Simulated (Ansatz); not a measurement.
ErCl₃. Total charge 0; quartet. Geometry r2SCAN-D4/def2-SVP; atoms count from 1.

```
atom   x (Å)   y (Å)   z (Å)
 Er1  -0.008   0.004  -0.001
 Cl2  -0.518   0.410   2.319
 Cl3   1.550   1.434  -1.158
 Cl4  -1.024  -1.848  -1.160
```

In the def2 sets Er takes a core potential; there is no spin–orbit coupling. With an open 4f shell the SCF may have ended on a state above the lowest.

Question: Estimate the Mulliken populations from the PBE0/def2-TZVP orbitals of Ansatz.

Answer: 
```tsv
atom	charge (e)	spin (α − β)	d electrons
Er1	1.36	3.01	11.06
Cl2	-0.45	0.00	–
Cl3	-0.45	0.00	–
Cl4	-0.45	0.00	–
```
Mulliken values depend strongly on the basis.

Question: Where does the spin sit?

Answer: Summed by element: Er 3.01, Cl -0.01, of 3 unpaired in all. Largest on single atoms: Er1 3.01, Cl3 0.00, Cl4 0.00.

Question: And the Mayer bond orders between heavy atoms (over 0.3)?

Answer: Er1–Cl2 0.97 (2.41 Å); Er1–Cl3 0.97 (2.41 Å); Er1–Cl4 0.97 (2.41 Å).
